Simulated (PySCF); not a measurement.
C8H10Ge.
Cartesian coordinates in Å at the PBE0-D3(BJ)/def2-SVP level; atoms count from 1:
```
atom  x, y, z in Å
C1     2.764    0.367   -0.926
C2     3.047   -0.635   -0.089
Ge3    1.666   -1.632    0.847
C4    -0.077   -0.919    0.356
C5    -0.705   -1.328   -0.828
C6    -1.935   -0.792   -1.208
C7    -2.555    0.163   -0.404
C8    -1.944    0.581    0.777
C9    -0.713    0.042    1.153
H10    3.549    0.919   -1.454
H11    1.732    0.684   -1.117
H12    4.096   -0.916    0.073
H13    1.862   -1.513    2.372
H14    1.747   -3.122    0.449
H15   -0.230   -2.079   -1.468
H16   -2.412   -1.123   -2.134
H17   -3.521    0.582   -0.698
H18   -2.427    1.330    1.410
H19   -0.245    0.378    2.083
```

Method used: TDDFT B3LYP/def2-SVPD, vertical, gas phase, core orbitals frozen in the response in PySCF 2.14.0, density-fitted response routines. Relativistic effects, spin–orbit coupling among them, are left out although an element past zinc is present.

Ground-to-excited transition dipoles (e·a0, same axes as the geometry; the sign carries no meaning), for the states with f of 0.002 or more among the lowest 10:

| state | E (eV) | μx | μy | μz |
| --- | --- | --- | --- | --- |
| S2 | 5.879 | 0.580 | -0.102 | 0.080 |
| S3 | 5.913 | -0.163 | 0.052 | -0.040 |
| S5 | 6.078 | 0.167 | -0.001 | 0.005 |
| S6 | 6.326 | -0.518 | 0.056 | 0.018 |
| S7 | 6.416 | 0.276 | 0.139 | -0.120 |
| S9 | 6.609 | -0.447 | 0.154 | -0.256 |
| S10 | 6.644 | -0.343 | 0.285 | 0.231 |

(1) Work out the oscillator strengths.

(2) What angle do the transition dipoles of S2 and S7 make?

(3) What peak molar absorption coefficient would the strongest computed level give as a lone Gaussian band 0.3 eV wide at half height?

Answers

(1) f = (2/3) ΔE |μ|² with ΔE in hartree (27.2114 eV).

| state | \|μ\|² (au) | \|μ\| (D) | f |
| --- | --- | --- | --- |
| S2 | 0.353 | 1.51 | 0.051 |
| S3 | 0.031 | 0.45 | 0.004 |
| S5 | 0.028 | 0.42 | 0.004 |
| S6 | 0.272 | 1.33 | 0.042 |
| S7 | 0.110 | 0.84 | 0.017 |
| S9 | 0.288 | 1.37 | 0.047 |
| S10 | 0.252 | 1.28 | 0.041 |

(2) |cos θ| = |μa·μb| / (|μa| |μb|) = 0.69, so θ ≈ 46° (taken between 0 and 90°, since the signs are arbitrary).

(3) ε(max) = 2.175×10⁸ f / FWHM, with the width in cm⁻¹. S2: 2.175×10⁸ × 0.0509 / 2420 ≈ 4600 L mol⁻¹ cm⁻¹.

All these states lie below the vertical ionisation energy of 8.97 eV (ΔSCF).

Hardware: one thread of an Arm Neoverse N1, on a shared host. Cost: 11 min wall, 1.1 GiB resident at most.

One conformer stands for the species.
